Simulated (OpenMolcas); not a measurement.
A run on Ru3+ with 3 ligands (iodide) in trigonal planar coordination (D3h) at 2.79 Å. Ligand basis ANO-RCC-VDZP.
```
Ru    0.0000    0.0000    0.0000
I     2.7900    0.0000    0.0000
I    -1.3950    2.4162    0.0000
I    -1.3950   -2.4162    0.0000
```

```
Program             : OpenMolcas 26.06
Method              : CASSCF
Basis               : ANO-RCC-VDZP [6s5p3d1f]
Scalar Hamiltonian  : DKH2, point nucleus
Active space        : 5 electrons in 5 orbitals (4d)
State averaging     : 2S+1 = 6 even, 1 root; 2S+1 = 4 even, 24 roots; 2S+1 = 2 even, 75 roots
Spin-orbit coupling : state interaction with AMFI integrals over the reference wave functions
```

172 basis functions. Blocks (2S+1, parity, CSFs, roots kept): 6, even, 1, 1; 4, even, 24, 24; 2, even, 75, 75.

**Question.** How long do the RASSCF and RASSI steps take on 1 thread of Arm Neoverse V1 (shared host)?

**Answer.** About 5.3 min of wall time, without the integral step.
